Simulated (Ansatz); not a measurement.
Reaction (cleavage of the B–Ge bond): `[BH2][GeH2][OH]` + `C[SiH](N)Cl` → `BN[SiH](C)Cl` + `[OH][GeH3]`

Isolated molecules relaxed with PBE0-D4/def2-TZVP in Ansatz; ΔE leaves out vibrations. CCSD(T)/CBS adds triple-zeta CCSD(T) − MP2 to the extrapolated MP2 energy (def2 sets, frozen cores). DFT in def2-TZVPP. For Ge outer-core shells are correlated without core-valence functions, which leaves a few kJ/mol of doubt a bond. Scalar relativity is left out up to krypton. Each species was taken in one conformer, which may not be the lowest.

| level | ΔE (kcal/mol) |
| --- | --- |
| PBE-D4 | -34.6 |
| HF/CBS(def2) | -35.0 |

Q: What does CCSD(T)/CBS give? (Best estimate.)

A: The calculation gave: -34.5 kcal/mol. The listed levels differ from it by -0.1, -0.5 kcal/mol.

Largest T1 diagnostic among the species: 0.012.

The D4 term adds −0.8 kcal/mol with B3LYP and −0.5 kcal/mol with PBE0; it sums over pairs of atoms, weighted by their polarisabilities, and B3LYP, whose exchange is more repulsive, gets the larger term.

B3LYP here is the variant with VWN-RPA as its local correlation; programs differ in this.
